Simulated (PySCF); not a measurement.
**Os (osmium, neutral) across methods**

[Xe] 4f14 5d6 6s1 6p1, one real determinant (an excited configuration). Calculation: PySCF 2.14, in aug-cc-pVTZ-PP with one added diffuse shell each of s, p, d, f, g type with ECP60MDF (7s7p6d4f3g, 113 functions); a scalar-relativistic core potential.

| method | E (hartree) | mean ε 6s α (eV) | mean ε 5d β (eV) | mean ε 6p α (eV) | Σ⟨r²⟩ (bohr²) | ⟨S²⟩ |
| --- | --- | --- | --- | --- | --- | --- |
| M06-2X | -90.5634 | -10.102 | -8.976 | -4.214 | 61.63 | 12.002 |
| PW91 | -90.7497 | -7.952 | -6.260 | -2.701 | 64.01 | 12.001 |
| PBE0 | -90.6732 | -8.812 | -7.496 | -3.373 | 63.35 | 12.002 |
| LDA | -90.4937 | -8.115 | -6.239 | -2.755 | 63.91 | 12.001 |
| UHF | -90.01820 | -11.050 | -10.463 | -5.319 | 63.24 | 12.004 |
| M06-L | -90.7010 | -7.627 | -6.381 | -2.412 | 64.05 | 12.003 |
| PBE | -90.7046 | -7.893 | -6.207 | -2.661 | 64.10 | 12.001 |

Problem. Estimate the same row for r2SCAN.

Solution. E (hartree) = -90.7266; mean ε 6s α (eV) = -8.256; mean ε 5d β (eV) = -6.218; mean ε 6p α (eV) = -2.820; Σ⟨r²⟩ (bohr²) = 62.93; ⟨S²⟩ = 12.002.

⟨L²⟩ = 8.03 against 12 for a pure F term, so this real determinant mixes terms. Energies and moments cover only the electrons outside the core potential. Spin-orbit coupling, absent here, splits the open shell strongly.
